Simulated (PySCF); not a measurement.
Cartesian coordinates (Å):
```xyz
10

Cd    -0.1577    -0.1105     0.0224
C     -2.1006     0.6488     0.0165
H     -2.0793     1.7400    -0.1232
H     -2.5994     0.4222     0.9703
H     -2.6796     0.1982    -0.8030
O      1.7377    -0.6714     0.0358
C      2.1872    -1.9908    -0.0130
H      1.8532    -2.6141     0.8457
H      3.2952    -2.0008     0.0095
H      1.8901    -2.5355    -0.9365
```
Charge 0, multiplicity 1.

Task: What is the computed total energy, LUMO and dipole moment (TPSSh-D3(BJ)/def2-TZVP // r2SCAN-D4/def2-SVP (PySCF))?

Result: 
```json
{
 "total_energy": "-322.8051 Ha",
 "LUMO": "-0.85 eV",
 "dipole_moment": "2.02 D"
}
```
